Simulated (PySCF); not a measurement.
Working out the ionisation energy of Ag⁺

Ag⁺ [Kr] 4d10 (1S) → Ag²⁺ [Kr] 4d9 (2D). Calculation: PySCF 2.14, in ANO-RCC-VTZP (7s6p4d2f1g, 68 functions); the spin-free X2C one-electron Hamiltonian (Gaussian nucleus). Frozen: [Ar] 3d10. Energies in hartree (1 hartree = 27.21139 eV):

| part | Ag⁺ (lower) | Ag²⁺ (upper) |
| --- | --- | --- |
| UHF | -5312.411289 | -5311.683422 |
| CCSD correlation | -0.540442 | -0.481018 |
| (T) | -0.013709 | -0.009670 |

**Question.** What does Hartree-Fock give?

**Answer.** (-5311.683422) − (-5312.411289) = 0.727867 hartree = 19.806 eV.

**Question.** What do CCSD and CCSD(T) give?

**Answer.** The CCSD correlation energies differ by 0.059424 hartree = 1.617 eV and the triples by 0.004039 hartree = 0.110 eV, so CCSD gives 21.423 eV and CCSD(T) 21.533 eV.

A first-order spin-orbit estimate adds -0.237 eV to CCSD(T) (valence and next inner shell), giving 21.296 eV against 21.484 eV (measured; NIST Atomic Spectra Database, ionization energies).

What remains against the reference includes basis incompleteness, the frozen core and higher excitations.
